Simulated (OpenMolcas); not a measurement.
A calculation on Re3+.

```yaml
Program: OpenMolcas 26.06
Method: "MS-CASPT2, IPEA 0.25 Eh, imaginary shift 0.1 Eh (closed shells correlated: 5s 5p)"
Basis: ANO-RCC-VTZP [8s7p5d3f2g1h]
Scalar_Hamiltonian: DKH2, point nucleus
Active_space: 4 electrons in 5 orbitals (5d)
State_averaging: 2S+1 = 5 even, 5 roots; 2S+1 = 3 even, 45 roots kept (CI in the orbitals of an earlier block); 2S+1 = 1 even, 50 roots kept (CI in the orbitals of an earlier block)
Spin-orbit_coupling: RASSI with atomic mean-field integrals over the reference wave functions, term energies averaged over their components
```

**Question.** Which level of the active space comes out lowest?

**Answer.** 5d4 5D0, with 69 % of that term; it is also the measured ground level.

**Question.** How high does 5d4 5D4 lie?

**Answer.** 10340 cm-1 above the lowest level; measured 10121 cm-1 above the ground level, so the calculation is off by +2 %.

**Question.** How high does 5d4 5D3 lie?

**Answer.** 8460 cm-1 above the lowest level; measured 8350 cm-1 above the ground level, so the calculation is off by +1 %.

**Question.** How high does 5d4 3F2(1) [72 %] lie?

**Answer.** 21720 cm-1 above the lowest level; measured 19851 cm-1 above the ground level, so the calculation is off by +9 %.

**Question.** The level at 18170 cm-1 has J = 4. What is it made of, and what is its g factor?

**Answer.** 58 % 5d4 3H4, 15 % 5d4 3G, 11 % 5d4 1G(1); g = 0.949, against 0.800 from Landé's formula for the pure leading term.

Measured values: the list in Brasseur, Gamrath and Quinet, At. Data Nucl. Data Tables 157, 101636 (2024).

CASPT2 does not keep the components of a term degenerate, so their means are used; among the terms shown or strongly mixed into the levels shown the widest spread is 440 cm-1 (5d4 1G(1)). Terms from blocks run as CI alone lack orbitals of their own. Computed and measured levels are paired by configuration, term and J; levels that our copy of the source lacks, or whose pairing is in doubt (as where it misses far off the trend of its configuration), stay unpaired and out of the deviations. Levels of configurations outside the active space are missing.

A share in square brackets marks a mixed level and gives the weight of the term that names it. A number in round brackets counts repeated terms of one configuration in the order of the reference energies.
